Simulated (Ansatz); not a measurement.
Geometry optimisation, Ansatz 0.2.0, RKS PBE/def2-SVP.

The input (input.yaml):

```yaml
crystal:
  periodic: [false, false, false]
  atoms:
    - { symbol: Ga, position_ang: [-0.004224, 0.521873, -0.361593] }
    - { symbol: Cl, position_ang: [0.038712, 0.329115, 3.068974] }
    - { symbol: O, position_ang: [1.547024, -0.249314, -0.851569] }
    - { symbol: H, position_ang: [1.445268, -1.117119, -1.28338] }
    - { symbol: O, position_ang: [-1.626152, -0.154994, -0.751662] }
    - { symbol: H, position_ang: [-1.600989, -1.052708, -1.135174] }
    - { symbol: H, position_ang: [0.066316, 1.900945, 0.383658] }
    - { symbol: H, position_ang: [0.079344, 1.304802, 2.147745] }
basis:
  gaussian: { orbitals: def2-SVP }
hamiltonian:
  xc: pbe
relax:
  f_tol: 0.03
  max_steps: 50
```

Launched with:

```bash
$ ansatz run input.yaml --threads 2 --pin off --max-ram 3072MiB --backend cpu --events-out ev --progress --plain --runs-dir out
```

Task: Where does it end, and by what steps?

Result: The run converged. After 10 steps the energy has fallen by 0.092 eV; Cl2 moved furthest, 0.56 Å.

```tsv
step	energy less start (eV)	largest force component (eV/Å)	accepted
0	0.0000	0.685	yes
1	0.0073	1.286	no
2	-0.0199	0.603	yes
3	-0.0280	0.785	yes
4	-0.0540	0.122	yes
5	-0.0708	0.415	yes
6	-0.0723	0.800	yes
7	-0.0858	0.300	yes
8	-0.0888	0.136	yes
9	-0.0917	0.056	yes
10	-0.0919	0.021	yes
```

```xyz
8
Properties=species:S:1:pos:R:3
Ga -0.011 0.608 -0.396
Cl 0.050 0.065 2.575
O 1.527 -0.246 -0.814
H 1.400 -1.172 -1.091
O -1.615 -0.158 -0.732
H -1.554 -1.090 -1.011
H 0.042 2.119 -0.013
H 0.106 1.357 2.699
```

Whether the end is a true minimum wasn't checked by a vibrational analysis.

The run took 17 s on 2 threads of AMD EPYC 7R43 64-Core Processor (Zen 3), on a shared host, peak memory 0.16 GiB.
